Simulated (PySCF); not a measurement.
## Stretching PbO

Set-up: PySCF, scalar-relativistic core potentials, basis sets Pb cc-pVDZ-PP with ECP60, O cc-pVDZ. Energies in eV from Pb + O in their ground configurations at the same level. State: ¹Σ⁺ (singlet), closed shell.

Curves on a restricted Hartree–Fock reference rise too fast on stretching and do not dissociate correctly.

| R (Å) | RHF-CCSD(T) |
| --- | --- |
| 1.741 | -3.054 |
| 1.818 | -3.712 |
| 1.876 | -3.982 |
| 1.934 | -4.112 |
| 1.992 | -4.136 |
| 2.069 | -4.049 |
| 2.166 | -3.823 |
| 2.282 | -3.486 |

Put a parabola through the three lowest points of the RHF-CCSD(T) curve and estimate Re, k and ωe (reduced mass 14.85 u; 1 eV/Å² = 0.16022 mdyn/Å; ωe = 1302.8·√(k/μ) cm⁻¹).

Through R = 1.934, 1.992, 2.069 Å the second-order coefficient is 11.4 eV/Å², so Re ≈ 1.981 Å, k ≈ 3.66 mdyn/Å and ωe ≈ 647 cm⁻¹. A polynomial fit of higher order to the unrounded RHF-CCSD(T) energies gives Re = 1.978 Å, k = 4.03 mdyn/Å, ωe = 678 cm⁻¹; anharmonicity and rounding make the difference.

The higher-order fit for each curve: RHF-CCSD(T): Re = 1.978 Å, ωe = 678 cm⁻¹, De = 4.14 eV.

Correlated steps freeze 5 core orbitals. Correlated levels converge slowly with the basis: in double zeta they bind strong bonds too weakly, by up to about 1 eV, and carry superposition errors of some tenths. These are scalar-relativistic numbers at best; spin–orbit coupling would shift them, the dissociation energy most. Where the molecule has an RHF reference, its open-shell atoms are computed with UHF. The CCSD T1 diagnostic is raised, a sign that a single reference may not be enough here.
